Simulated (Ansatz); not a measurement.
Geometry optimisation, RKS PBE0/def2-SVP (Ansatz 0.2.0).

Input:

```yaml
crystal:
  periodic: [false, false, false]
  atoms:
    - { symbol: "N", position_ang: [1.3607, 0.4647, 0.0097] }
    - { symbol: Si, position_ang: [-0.1975, -0.0998, -0.7543] }
    - { symbol: F, position_ang: [-0.7301, 0.9801, -1.9643] }
    - { symbol: F, position_ang: [0.1629, -1.6003, -1.4439] }
    - { symbol: As, position_ang: [-1.8439, -0.2864, 0.8483] }
    - { symbol: H, position_ang: [1.609, -0.1905, 0.6966] }
    - { symbol: H, position_ang: [2.0669, 0.5211, -0.7471] }
    - { symbol: H, position_ang: [-1.4693, 1.1496, 1.4405] }
    - { symbol: H, position_ang: [-0.8701, -0.9848, 1.8974] }
basis:
  gaussian: { orbitals: def2-SVP }
hamiltonian:
  xc: pbe0
relax:
  f_tol: 0.015
  max_steps: 40
```

Run as:

```bash
$ ansatz run input.yaml --threads 2 --pin off --max-ram 3072MiB --backend cpu --events-out ev --progress --plain --runs-dir out
```

Task: Where does it end, and by what steps?

Result: It converged. The force dipped under the threshold on the way, but the program's further checks kept it going. After 11 steps the energy has fallen by 0.676 eV; H6 moved furthest, 0.35 Å.

```tsv
step	energy less start (eV)	largest force component (eV/Å)	accepted
0	0.0000	3.387	yes
1	-0.3509	1.878	yes
2	-0.5252	1.318	yes
3	-0.6160	1.294	yes
4	-0.6577	0.493	yes
5	-0.6653	0.245	yes
6	-0.6701	0.130	yes
7	-0.6748	0.079	yes
8	-0.6738	0.174	no
9	-0.6757	0.069	yes
10	-0.6763	0.009	yes
11	-0.6763	0.013	yes
```

```xyz
9
Properties=species:S:1:pos:R:3
N 1.353 0.392 -0.136
Si -0.148 -0.141 -0.723
F -0.531 0.823 -1.964
F -0.105 -1.624 -1.383
As -1.876 -0.190 0.859
H 1.687 0.143 0.786
H 2.104 0.657 -0.765
H -1.321 1.039 1.570
H -1.073 -1.145 1.740
```

Run time: 33 s on 2 threads of Intel(R) Xeon(R) Platinum 8488C (Sapphire Rapids), on a shared host, peak memory 0.29 GiB.
